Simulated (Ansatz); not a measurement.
Total energies of Ge(NCO)Me3 (C4H9GeNO) from Ansatz at PBE0-D4/def2-TZVP, gas phase (1 Eh = 27.2114 eV = 2625.5 kJ/mol). The reference geometry is relaxed at PBE0-D4/def2-SVP.

```xyz
16

Ge   -0.027   -0.028    0.092
N     0.335    0.426   -1.651
C     0.616    0.743   -2.767
O     0.885    1.052   -3.867
C    -1.578   -1.198    0.034
H    -1.855   -1.519    1.049
H    -1.360   -2.091   -0.569
H    -2.435   -0.675   -0.415
C    -0.386    1.638    1.025
H    -0.622    1.443    2.082
H    -1.240    2.157    0.566
H     0.490    2.300    0.979
C     1.560   -0.929    0.761
H     2.431   -0.261    0.705
H     1.770   -1.828    0.164
H     1.416   -1.231    1.810
```

```csv
state,geometry,energy (Eh)
charge 0 singlet,reference,-2364.41040
charge 1 doublet,reference,-2364.05200
free Ge atom (triplet),–,-2076.65516
free N atom (quartet),–,-54.54382
free C atom (triplet),–,-37.80537
free O atom (triplet),–,-75.01860
free H atom (doublet),–,-0.50104
```

(1) Work out the vertical ionisation energy to the doublet.

(2) What is the binding energy per atom against free atoms?

(1) E(charge 1 doublet) − E(charge 0 singlet) = -2364.05200 − (-2364.41040) = 0.35840 Eh = 9.75 eV. For comparison, −ε of the highest occupied level is 7.87 eV at this level, 1.88 eV less.

(2) Atoms: 1 × (-2076.65516) + 1 × (-54.54382) + 4 × (-37.80537) + 1 × (-75.01860) + 9 × (-0.50104) = -2361.94842 Eh. Binding: -2361.94842 − (-2364.41040) = 2.46198 Eh = 66.99 eV, or 4.19 eV for each of 16 atoms (no zero-point energy, no counterpoise term).
